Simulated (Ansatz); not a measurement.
A structure relaxed at PBE0-D4/def2-SVP in Ansatz, charge 1, singlet:

```xyz
9

N    -0.0733   -0.3373    0.2131
B    -0.3515   -1.6167    1.0215
B     1.0355   -0.8440    1.1090
B    -1.1923    1.1527   -1.4099
B    -2.1410    0.0001   -1.0113
B     0.2329    1.0713   -0.6769
B     1.7287    1.3144   -0.1490
B    -1.4321   -0.9806    0.0438
B     2.1932    0.2400    0.8596
```

(1) Give its formula and point group.

(2) Summarise the bond lengths by kind (pairs closer than 1.2 times the sum of covalent radii, bridged metal pairs left out).

Answers

(1) the cluster B₈N⁺. Point group C2v (tolerance 0.1 Å).

(2) 8 × B–B 1.55 to 1.61 Å; 4 × B–N 1.51 to 1.69 Å.

The restricted singlet is unstable towards broken spin symmetry in Hartree–Fock (as tested in another run); at PBE0-D4/def2-SVP this wasn't settled. Another isomer (singlet) lies 5.46 eV lower at PBE0-D4/def2-TZVP; other spin states weren't run for this one.
